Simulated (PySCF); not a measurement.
**Electron correlation in O⁺ (oxygen, charge +1)**

[He] 2s2 2p3, high-spin 4S determinant. Computed with PySCF 2.14 in cc-pVTZ-DK (4s3p2d1f, 30 functions), with the spin-free X2C one-electron Hamiltonian (Gaussian nucleus). Frozen: 1s2; 5 electrons correlated.

MP2 pair energies summed by pair of shells (mhartree):

| pair | energy | share (%) |
| --- | --- | --- |
| 2s-2p | -64.15 | 65.7 |
| 2p-2p | -23.48 | 24.0 |
| 2s-2s | -10.06 | 10.3 |

Total MP2 correlation energy: -97.69 mhartree.

Same-spin part -29.17 and opposite-spin part -68.52 mhartree; SCS-MP2 scales them by 1/3 and 6/5 to -91.95 mhartree.

| level | correlation energy (mhartree) |
| --- | --- |
| CCSD | -112.75 |
| (T) | -1.60 |
| CCSD(T) | -114.35 |

Diagnostics: T1 = 0.0040, D1 = 0.0090, largest double amplitude 0.036.

Cost of the coupled-cluster step: 0.39 s of wall time on 1 thread of Neoverse-N1 (shared host), for 5 correlated electrons.

Iterations:

```
CC2 = 0
CCSD nocc = (np.int64(4), np.int64(1)), nmo = (29, 29)
frozen orbitals [[0], [0]]
max_cycle = 100
direct = 0
conv_tol = 1e-08
conv_tol_normt = 1e-06
diis_space = 8
diis_start_cycle = 0
Init t2, MP2 energy = -0.0976878615748719
Init E_corr(UCCSD) = -0.0976878615753001
cycle = 1  E_corr(UCCSD) = -0.109610480172859  dE = -0.0119226186  norm(t1,t2) = 0.0239688
cycle = 2  E_corr(UCCSD) = -0.111814294427575  dE = -0.00220381425  norm(t1,t2) = 0.00777853
cycle = 3  E_corr(UCCSD) = -0.112777547661852  dE = -0.000963253234  norm(t1,t2) = 0.00306672
cycle = 4  E_corr(UCCSD) = -0.112739996220701  dE = 3.75514412e-05  norm(t1,t2) = 0.000409037
cycle = 5  E_corr(UCCSD) = -0.112745778682739  dE = -5.78246204e-06  norm(t1,t2) = 8.07872e-05
cycle = 6  E_corr(UCCSD) = -0.112745860418491  dE = -8.17357526e-08  norm(t1,t2) = 7.19808e-06
cycle = 7  E_corr(UCCSD) = -0.112745899799149  dE = -3.93806578e-08  norm(t1,t2) = 9.91371e-07
cycle = 8  E_corr(UCCSD) = -0.11274588929839  dE = 1.05007589e-08  norm(t1,t2) = 1.30091e-07
cycle = 9  E_corr(UCCSD) = -0.112745889752945  dE = -4.5455506e-10  norm(t1,t2) = 2.48122e-08
UCCSD converged
E(UCCSD) = -74.53560362958055  E_corr = -0.1127458897529452
UCCSD(T) correction = -0.00159906867351272
```
